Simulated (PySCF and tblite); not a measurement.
Results of a calculation; reference values are marked as such.
2 E/Z isomers of C5H7FO2, numbered alike:

```
isomer                                                 SMILES  descriptors
     A  [CH3:1]/[CH:2]=[C:3](/[F:4])[C:5](=[O:6])[O:7][CH3:8]        2=3 E
     B  [CH3:1]/[CH:2]=[C:3](\[F:4])[C:5](=[O:6])[O:7][CH3:8]        2=3 Z
```

Protocol: conformer search, at most 4 conformers an isomer, GFN2-xTB geometries, energies PBE0/def2-SVP (IEF-PCM, acetone) (D3(BJ) added where defined), weights at 298.15 K with GFN2-xTB thermal terms. Programs: PySCF with density fitting and tblite.

**Question.** Rank the isomers by free energy at 298.15 K.

**Answer.** 
```tsv
isomer	ΔG (kcal/mol)	ΔE, lowest conformer	conformers	largest weight %	rms dipole (D)
B	0.0	0.0	2	64	2.63
A	2.9	2.6	1	100	0.35
```

The minima are those of GFN2-xTB; planar forms about aryl–S or allylic bonds may be saddles in DFT. The search found a single conformer for at least one isomer; other rotamers may be missing.
